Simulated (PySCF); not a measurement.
## Radial density of Ge³⁺ (germanium, charge +3)

UHF, [Ar] 3d10 4s1, 2S determinant. All numbers are calculated (PySCF 2.14, no relativity, point nucleus, in def2-QZVPPD (12s7p5d4f1g, 95 functions)).

```tsv
r (bohr)	4πr²ρ (e/bohr)	4πr²(ρα − ρβ)
0.000801	0.1724	0.0001
0.00135	0.4708	0.0003
0.00227	1.256	0.0008
0.00381	3.219	0.0022
0.00642	7.712	0.0051
0.0108	16.51	0.0107
0.0181	29.32	0.0175
0.0305	38.59	0.0171
0.0513	34.70	0.0020
0.0864	33.22	0.0109
0.145	45.37	0.0500
0.244	29.91	-0.0225
0.411	25.67	0.0748
0.691	23.52	-0.0096
1.16	5.532	0.3555
1.96	0.8895	0.6228
3.29	0.08188	0.0801
5.53	0.0002583	0.0003
```

Where is the radial spin density 4πr²(ρα − ρβ) most negative, and why is it negative at all?

Around r = 0.244 bohr, down to -0.0225 e/bohr: exchange with the open shell polarises the paired shells in an unrestricted calculation.
